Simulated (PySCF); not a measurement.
3-bromofuran, C4H3BrO.
InChI=1S/C4H3BrO/c5-4-1-2-6-3-4/h1-3H

Method used: PBE0-D3(BJ)/def2-TZVP geometry optimisation, gas phase (PySCF).

Take the most abundant isotopes and a rigid rotor. 

Question: Give the principal moments of inertia and the rotational constants in MHz.

Answer: Ia = 53.59, Ib = 395.88, Ic = 449.47 u·Å²; 505379 MHz·u·Å²/I gives A = 9430, B = 1277, C = 1124 MHz.

Question: What kind of rotor is it?

Answer: A near-prolate asymmetric top; Ray's κ = -0.963.

Question: Is it planar, by Δ = Ic − Ia − Ib?

Answer: Planar: Δ = Ic − Ia − Ib = 0.00 u·Å². For a rigid frame Δ = −2 Σ m c², so it vanishes when all atoms lie in the ab plane; here none is more than 0.01 Å from it.

Question: Predict some low-J microwave lines.

Answer: The dipole components are |μa| = 1.07 D, |μb| = 0.41 D, |μc| = 0.00 D; the mirror of this Cs structure is the ab plane, so μc vanishes by symmetry and there are no c-type lines. The squared components, which scale the intensities, stand as 1.00 : 0.15 (a : b). Some lines, for components of 0.1 D or more:

```
type  branch         J(Ka,Kc)    MHz  lower level (cm⁻¹)
   a       Q  2(1,1) ← 2(1,2)    457               0.507
   a       R  1(0,1) ← 0(0,0)   2401               0.000
   a       R  2(1,2) ← 1(1,1)   4650               0.352
   a       R  2(0,2) ← 1(0,1)   4800               0.080
   a       R  2(1,1) ← 1(1,0)   4954               0.357
   b       Q  1(1,0) ← 1(0,1)   8306               0.080
   b       Q  2(1,1) ← 2(0,2)   8460               0.240
   b       R  1(1,1) ← 0(0,0)  10555               0.000
   b       R  2(1,2) ← 1(0,1)  12803               0.080
   b       Q  2(2,0) ← 2(1,1)  24463               0.522
   b       Q  2(2,1) ← 2(1,2)  24917               0.507
   b       R  2(2,1) ← 1(1,0)  29415               0.357
   b       R  2(2,0) ← 1(1,1)  29569               0.352
```

PBE0-D3(BJ)/def2-TZVP frequencies: not computed here. No vibrational averaging or centrifugal distortion is included, and the geometry carries the error of its method. Quadrupole hyperfine structure (79Br) is left out.

The run took 1.9 min of wall time on an Intel Xeon Platinum 8559C with one thread, no GPU, shared host with 48 logical CPUs at a one-minute load of 32, and the process peaked at 0.98 GiB of memory. These figures are those of the optimisation.
